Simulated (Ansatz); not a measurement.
Dissociation curve of SiH (cation, charge +1), singlet.

Levels of theory: RKS-PBE = restricted PBE/cc-pVTZ in Ansatz (an electronic-structure program); UKS-PBE = unrestricted PBE/cc-pVTZ (Ansatz); UKS-CAM-B3LYP = unrestricted CAM-B3LYP/cc-pVTZ run with Ansatz; FCI = full CI/cc-pVTZ, frozen core (Ansatz).

Energies relative to the lowest point of each curve near equilibrium, in kJ/mol; the last columns give the error against full CI:

```tsv
R / Å	RKS-PBE	UKS-PBE	UKS-CAM-B3LYP	FCI	RKS-PBE − FCI	UKS-PBE − FCI	UKS-CAM-B3LYP − FCI
1.23	109.0	109.0	99.1	98.3	10.7	10.7	0.8
1.31	52.1	52.1	44.8	44.1	8.0	8.0	0.7
1.38	22.2	22.2	17.2	16.7	5.4	5.4	0.5
1.42	11.5	11.5	7.9	7.6	3.9	3.9	0.4
1.45	6.0	6.0	3.5	3.2	2.7	2.7	0.2
1.52	0.0	0.0	0.0	0.0	0.0	0.0	0.0
1.57	0.5	0.5	2.3	2.5	-1.9	-1.9	-0.1
1.63	5.3	5.3	9.3	9.4	-4.1	-4.1	-0.1
1.64	6.4	6.4	10.8	10.9	-4.5	-4.5	-0.1
1.77	28.3	28.3	37.5	37.0	-8.7	-8.7	0.5
1.84	44.0	44.0	55.8	54.5	-10.6	-10.6	1.3
2.06	101.2	101.2	121.4	115.1	-13.8	-13.8	6.4
2.29	163.5	163.5	192.7	175.5	-12.0	-12.0	17.1
2.51	218.6	218.6	243.4	223.2	-4.6	-4.6	20.2
2.74	268.8	259.6	274.3	260.2	8.6	-0.6	14.2
3.00	315.4	282.1	293.7	287.5	27.9	-5.4	6.1
3.33	360.2	293.6	306.2	306.4	53.8	-12.8	-0.2
3.79	400.6	300.7	313.9	316.9	83.7	-16.2	-3.0
4.18	420.6	304.1	316.8	320.0	100.6	-15.9	-3.2
4.59	432.6	305.9	318.2	321.2	111.4	-15.3	-3.0
5.35	441.2	306.2	319.2	321.9	119.3	-15.6	-2.7
6.00	442.0	304.8	319.4	322.0	120.0	-17.2	-2.6
```

RKS-PBE is furthest from FCI at 6.00 (120.0 kJ/mol, above); its mean absolute error over the points is 32.6 kJ/mol.

UKS-PBE is furthest from FCI at 6.00 (-17.2 kJ/mol, below); its mean absolute error over the points is 8.6 kJ/mol.

UKS-CAM-B3LYP is furthest from FCI at 2.51 (20.2 kJ/mol, above); its mean absolute error over the points is 3.8 kJ/mol.

The restricted form behind RKS-PBE keeps the bonding electrons paired and can't separate into open-shell fragments. The unrestricted determinant behind UKS-PBE is spin-contaminated at 2.74 to 6.00 Å (<S²> up to 1.0, against 0.00 for a pure singlet). The unrestricted determinant behind UKS-CAM-B3LYP is spin-contaminated at 2.29 to 6.00 Å (<S²> up to 1.0, against 0.00 for a pure singlet).
